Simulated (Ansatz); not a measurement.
A run for Ansatz (a program for electronic structure): R-r2SCAN/def2-TZVPP on H3NSn (SMILES [NH2][SnH]), a point of a torsion scan. Elements past Kr take the def2 small-core potentials; no spin–orbit coupling.

Ansatz 0.2 input:
```yaml
crystal:
  periodic: [false, false, false]
  atoms:
    - {symbol: N, position_ang: [-0.77295384, -0.09928118, -0.22928007]}
    - {symbol: Sn, position_ang: [1.22734565, -0.62004870, -0.23676594]}
    - {symbol: H, position_ang: [-1.48048384, -0.59928201, 0.29185163]}
    - {symbol: H, position_ang: [-0.98224510, 0.88484212, -0.09001092]}
    - {symbol: H, position_ang: [0.90571952, -2.31063308, -0.90817443]}
basis:
  gaussian:
    orbitals: def2-TZVPP
hamiltonian:
  xc: {name: r2SCAN}
scf: {lower_state_search: off}
```

The head of its log:

```
WARN ansatz: RAYON_NUM_THREADS=1 ignored (pool sized by the plan → 1); use --threads N
Functional definition: r2SCAN
these checks for a lower state are left out or cut short: stability, starts, cluster_reference, orbital_swaps, neighbouring_geometries, increment
integrals: 0.03 GiB planned
720 factors; their error is unknown
mean field: 0.32 GiB planned
mean field evaluation 1: about -7361.9363 eV, gradient 7.1e1 eV
mean field evaluation 2: about -7292.8102 eV, gradient 1.4e2 eV
```

**Question.** Predict the final total energy.

**Answer.** -270.9164 hartree.
